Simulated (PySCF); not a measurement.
Molfile (atoms numbered from 1):
```
C5H14OSi3
     RDKit          3D

 23 24  0  0  0  0  0  0  0  0999 V2000
   -2.2353    1.0175    0.3052 C   0  0  0  0  0  0  0  0  0  0  0  0
   -1.0370    0.2504   -0.2421 C   0  0  2  0  0  0  0  0  0  0  0  0
   -1.4474   -1.1580   -0.6942 C   0  0  0  0  0  0  0  0  0  0  0  0
    0.1736   -2.1434   -0.7759 Si  0  0  0  0  0  4  0  0  0  0  0  0
    1.1530   -0.8620    0.2282 C   0  0  1  0  0  0  0  0  0  0  0  0
    2.4651    0.1777   -0.6868 Si  0  0  0  0  0  4  0  0  0  0  0  0
    2.2397    1.6042    0.0879 O   0  0  0  0  0  0  0  0  0  0  0  0
    0.9984    1.7653    1.1419 Si  0  0  0  0  0  4  0  0  0  0  0  0
    0.0906    0.1170    0.7923 C   0  0  1  0  0  0  0  0  0  0  0  0
   -2.6345    0.5149    1.1852 H   0  0  0  0  0  0  0  0  0  0  0  0
   -1.9571    2.0295    0.5892 H   0  0  0  0  0  0  0  0  0  0  0  0
   -3.0252    1.0739   -0.4417 H   0  0  0  0  0  0  0  0  0  0  0  0
   -0.6390    0.7862   -1.1127 H   0  0  0  0  0  0  0  0  0  0  0  0
   -1.9994   -1.1184   -1.6318 H   0  0  0  0  0  0  0  0  0  0  0  0
   -2.1217   -1.5880    0.0489 H   0  0  0  0  0  0  0  0  0  0  0  0
    0.6786   -2.3345   -2.1398 H   0  0  0  0  0  0  0  0  0  0  0  0
    0.0738   -3.4504   -0.1129 H   0  0  0  0  0  0  0  0  0  0  0  0
    1.6648   -1.3448    1.0658 H   0  0  0  0  0  0  0  0  0  0  0  0
    3.8409   -0.2268   -0.4212 H   0  0  0  0  0  0  0  0  0  0  0  0
    2.1885    0.4223   -2.0992 H   0  0  0  0  0  0  0  0  0  0  0  0
    1.5563    1.8250    2.4910 H   0  0  0  0  0  0  0  0  0  0  0  0
    0.3187    2.9888    0.7374 H   0  0  0  0  0  0  0  0  0  0  0  0
   -0.3505   -0.3196    1.6954 H   0  0  0  0  0  0  0  0  0  0  0  0
  1  2  1  0
  2  3  1  0
  3  4  1  0
  4  5  1  0
  5  6  1  0
  6  7  1  0
  7  8  1  0
  8  9  1  0
  9  2  1  0
  9  5  1  0
  1 10  1  0
  1 11  1  0
  1 12  1  0
  2 13  1  6
  3 14  1  0
  3 15  1  0
  4 16  1  0
  4 17  1  0
  5 18  1  1
  6 19  1  0
  6 20  1  0
  8 21  1  0
  8 22  1  0
  9 23  1  1
M  END
```

- shieldings: GIAO PBE0/pcSseg-1
- structure optimised with GFN2-xTB
- code: PySCF 2.14
- non-relativistic, fast rotation and ring inversion assumed for equivalent nuclei, no solvent model, a single conformation

References, each an isolated molecule treated in the same way: ¹³C (186.93 ppm), ¹H (31.72 ppm), ²⁹Si (349.16 ppm) against TMS; H2O for ¹⁷O (336.08 ppm).

| atoms | nucleus | count | Hirshfeld charge | δ (ppm) |
| --- | --- | --- | --- | --- |
| Si4 | ²⁹Si | 1 | 0.33 | -31.1 |
| H13 | ¹H | 1 | 0.03 | ? |
| C2 | ¹³C | 1 | -0.02 | ? |
| H17 | ¹H | 1 | -0.08 | 4.46 |
| H18 | ¹H | 1 | 0.04 | 1.10 |
| H20 | ¹H | 1 | -0.08 | 5.01 |
| H21 | ¹H | 1 | -0.08 | ? |
| C1 | ¹³C | 1 | -0.12 | 25.9 |
| H16 | ¹H | 1 | -0.08 | ? |
| H23 | ¹H | 1 | 0.03 | 1.16 |
| H15 | ¹H | 1 | 0.04 | ? |
| C9 | ¹³C | 1 | -0.11 | 43.2 |
| Si8 | ²⁹Si | 1 | 0.40 | ? |
| Si6 | ²⁹Si | 1 | 0.39 | ? |
| H19 | ¹H | 1 | -0.08 | 5.22 |
| H14 | ¹H | 1 | 0.04 | 1.36 |
| O7 | ¹⁷O | 1 | -0.32 | 37.8 |
| H10/H11/H12 | ¹H | 3 | 0.04 | 1.19 |
| C3 | ¹³C | 1 | -0.16 | 24.1 |
| C5 | ¹³C | 1 | -0.20 | 12.2 |
| H22 | ¹H | 1 | -0.08 | 5.18 |

Q: Estimate the values marked ?.

A: 
- C2: 41.3 ppm, sp3 CH in a ring; saturated and bonded to C and H only
- H21: 5.07 ppm, hydrogen on a silicon bonded to C, O, in a 5-membered ring
- H16: 4.26 ppm, hydrogen on a silicon bonded to 2 C, in a 5-membered ring
- H13: 1.45 ppm, hydrogen on an sp3 CH in a ring
- H15: 0.65 ppm, hydrogen on an sp3 CH2 bonded to Si; an electropositive neighbour shields it, as in TMS itself
- Si6: -0.3 ppm, silicon bonded to C, O, 2 H, in a 5-membered ring
- Si8: -1.8 ppm, silicon bonded to C, O, 2 H, in a 5-membered ring

Shifts are as computed. Against solution values, carbons near 30 ppm lie about +3 ppm off and those near 130 ppm about +5 ppm. Of 1211 compounds with measured shifts, 218 miss one by over three times the rms of a fit or turn the order of signals round; such compounds aren't used in these exercises. Experimental scales use liquid or dissolved standards, which lie at an offset from isolated H2O (liquid H2O: subtract about 36 ppm).
